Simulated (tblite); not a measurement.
Compound: C₅H₉GeNO.
Atom-mapped SMILES: `[CH2:1]=[C:2]=[CH:3][C:4](=[O:5])[GeH2:6][NH:7][CH3:8]` (hydrogens: H9, H10 on C1; H11 on C3; H12, H13 on Ge6; H14 on N7; H15, H16, H17 on C8)

Computed with GFN2-xTB (tblite), gas phase: L-BFGS steps from a force-field or distance-geometry start until the largest atomic force falls under 0.01 eV/Å.

Step 19: E = -655.6102 eV
```
atom  x, y, z in Å  |  force x, y, z in eV/Å
C1     -3.3960    1.2050    0.4787    0.047  -0.034  -0.039
C2     -2.8293    0.1137    0.0779   -0.045   0.093   0.044
C3     -2.2356   -1.0042   -0.2019   -0.001  -0.111   0.032
C4     -0.9005   -1.3344    0.3479    0.087   0.074  -0.003
O5     -0.6911   -2.2241    1.1237    0.036  -0.194   0.044
Ge6     0.5451   -0.1672   -0.4139    0.147   0.125   0.022
N7      2.1772   -0.3845    0.3390    0.041   0.017  -0.006
C8      3.3038    0.4507   -0.0560   -0.005  -0.056   0.044
H9     -4.0555    1.2139    1.3290   -0.002   0.019   0.088
H10    -3.2487    2.1406   -0.0292   -0.062   0.071  -0.102
H11    -2.6822   -1.7704   -0.8168   -0.052  -0.031  -0.046
H12     0.5201   -0.2926   -1.9422    0.020  -0.022   0.004
H13     0.2262    1.2970   -0.1901   -0.033  -0.011  -0.017
H14     2.4760   -1.2760    0.7123   -0.142   0.116  -0.061
H15     2.9326    1.2663   -0.6802    0.084  -0.070   0.059
H16     4.0629   -0.1067   -0.6137   -0.082   0.038  -0.065
H17     3.7880    0.8850    0.8245   -0.038  -0.026   0.002
```

Step 20: E = -655.6146 eV
```
atom  x, y, z in Å  |  force x, y, z in eV/Å
C1     -3.3951    1.2043    0.4775    0.028  -0.012  -0.031
C2     -2.8252    0.1131    0.0817   -0.056   0.086   0.022
C3     -2.2363   -1.0070   -0.2003    0.033  -0.085   0.032
C4     -0.8966   -1.3345    0.3431    0.105   0.043   0.024
O5     -0.6838   -2.2279    1.1153    0.030  -0.156   0.005
Ge6     0.5525   -0.1605   -0.4140   -0.010  -0.010  -0.020
N7      2.1809   -0.3810    0.3357   -0.043   0.017   0.013
C8      3.3079    0.4508   -0.0550   -0.004  -0.052   0.031
H9     -4.0555    1.2176    1.3268    0.003   0.003   0.109
H10    -3.2542    2.1396   -0.0323   -0.045   0.066  -0.121
H11    -2.6928   -1.7708   -0.8117   -0.022  -0.026  -0.028
H12     0.5101   -0.2949   -1.9435    0.047  -0.007   0.028
H13     0.2224    1.2942   -0.1896   -0.032   0.081  -0.009
H14     2.4694   -1.2692    0.7207   -0.097   0.068  -0.045
H15     2.9374    1.2678   -0.6766    0.088  -0.043   0.055
H16     4.0610   -0.1081   -0.6166   -0.023   0.030  -0.077
H17     3.7911    0.8785    0.8278   -0.001  -0.002   0.010
```

Problem. Estimate the geometry and energy of step 21. (The exact step hangs on the optimiser's Hessian estimate; all steps are aligned on step 20, rigid shifts and turns removed.)

Solution. E = -655.6175 eV, largest force 0.132 eV/Å
```
atom  x, y, z in Å  |  force x, y, z in eV/Å
C1     -3.3951    1.2049    0.4764    0.001   0.018  -0.014
C2     -2.8235    0.1133    0.0839   -0.029   0.030   0.000
C3     -2.2370   -1.0097   -0.1978    0.040  -0.028   0.038
C4     -0.8926   -1.3355    0.3408    0.071  -0.024   0.055
O5     -0.6786   -2.2349    1.1079    0.027  -0.077  -0.057
Ge6     0.5564   -0.1569   -0.4156   -0.110  -0.064  -0.036
N7      2.1823   -0.3778    0.3314   -0.062  -0.019   0.043
C8      3.3114    0.4497   -0.0540    0.007  -0.031   0.021
H9     -4.0561    1.2205    1.3269    0.036  -0.002   0.081
H10    -3.2587    2.1407   -0.0365   -0.043   0.023  -0.108
H11    -2.7007   -1.7730   -0.8069    0.012   0.000   0.006
H12     0.5015   -0.2946   -1.9455    0.065  -0.004   0.039
H13     0.2202    1.2933   -0.1900   -0.034   0.121  -0.006
H14     2.4640   -1.2618    0.7300   -0.084   0.055  -0.046
H15     2.9446    1.2693   -0.6727    0.070  -0.009   0.040
H16     4.0608   -0.1079   -0.6200    0.011   0.009  -0.074
H17     3.7941    0.8725    0.8306    0.022   0.003   0.018
```

The energy changes by -0.0029 eV. The first-order estimate −F·Δx gives -0.0039 eV and the mean of the old and new forces, exact on a quadratic surface, -0.0029 eV. The step makes an angle of 69° with the force vector and moves no atom by more than 0.013 Å.

What follows is the cost of the whole relaxation. The run took 1.3 s wall on an Arm Neoverse V1 with one thread, shared host with 32 logical CPUs at a one-minute load of 22.
